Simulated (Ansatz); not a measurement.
## Ligand exchange: C3H5Br + GaF → C3H5F + GaBr

Species: C3H5Br (allyl bromide) `C=CCBr`, singlet; GaF, singlet; C3H5F `C=CCF`, singlet; GaBr, singlet. The partners trade Br for F: C–Br and Ga–F bonds give way to C–F and Ga–Br.

Shapes, held fixed at every level: PBE0-D4/def2-TZVP. Flexible molecules stand in one conformer, not always the lowest. Programs: Ansatz 0.2.0. Electronic energies: no zero-point or thermal term.

**Question.** Estimate ΔE of this reaction.

**Answer.** The highest level, CCSD(T)/def2-TZVPP, gives ΔE = +4.5 kJ/mol; the levels span -25.0 to +14.0. They disagree on the sign: 6 of 8 are positive. The column of differences is taken from that level and isn't an error. No measured value is set beside it here. Relativity is left out for Br, Ga unless named. Correlated rows may include outer-core shells of Br, Ga, which these sets cover unevenly.

```tsv
level	kind	ΔE (kJ/mol)	less CCSD(T)/def2-TZVPP
HF/def2-TZVPP	Hartree–Fock	-25.0	-29.5
PBE-D4/def2-TZVPP	GGA	+2.1	-2.4
r2SCAN-D4/def2-TZVPP	meta-GGA	0.0	-4.5
wB97M-V/def2-TZVPP	range-separated hybrid	-0.4	-4.9
wB97X-V/def2-TZVPP	range-separated hybrid	+0.7	-3.8
MP2/def2-TZVPP	perturbation theory	+14.0	+9.5
CCSD/def2-TZVPP	coupled cluster or CI	+0.5	-4.0
CCSD(T)/def2-TZVPP	coupled cluster or CI	+4.5	0.0
```
